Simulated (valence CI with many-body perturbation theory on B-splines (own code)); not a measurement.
## Questions on P⁷⁺

Level of theory: configuration interaction combined with many-body perturbation theory (CI+MBPT): six valence electrons over a frozen Dirac-Fock core [He], radial functions for each j: 9 s, 9 p, 8 d, 6 f, 3 g, 1 h, with the one-electron correlation potential Σ1, the two-electron term Σ2, the three-electron term Σ3, Breit, model QED; selected CI, second order for the rest, scaled by the run's own slope (own B-spline code, finite nucleus).

No measured spectrum was set against this ion. As an estimate, levels hold to about 100 cm⁻¹ or 0.05 % of their energy and the worst to 300 or 400 cm⁻¹, as in measured light ions of charge 2 to 7. Among the levels kept, up to 1200 cm⁻¹ of a level comes from second order outside the variational space, and about a tenth of that is noise between levels of different J, which matters for small intervals.

Rates and lifetimes use the calculated energies. Strong lines usually hold to 10 to 20 %, long lifetimes can be off by a factor of two.

Question: What is the ground level?

Answer: 2s2 2p4 3P_2, composition 99 % 2s2 2p4 3P, g = 1.498.

Question: What is the ionisation energy?

Answer: 309.49 eV; NIST lists 309.6 ± 0.1 eV (semi-empirical).

Question: How is the term 3P of the ground level split?

Answer: J = 2 at 0, J = 1 at 5730, J = 0 at 7802 cm⁻¹.

Question: Where does the other parity begin?

Answer: At 2s 2p5 3P°_2, 403880 cm⁻¹.

Question: How well does LS coupling describe the low levels?

Answer: Among the lowest 20 levels the leading LS term, summed over configurations, holds 100 % on average. For single configurations the figures are 98 % in LS and 67 % in jj coupling. Terms hardly mix: every one of these levels is at least 95 % one term.
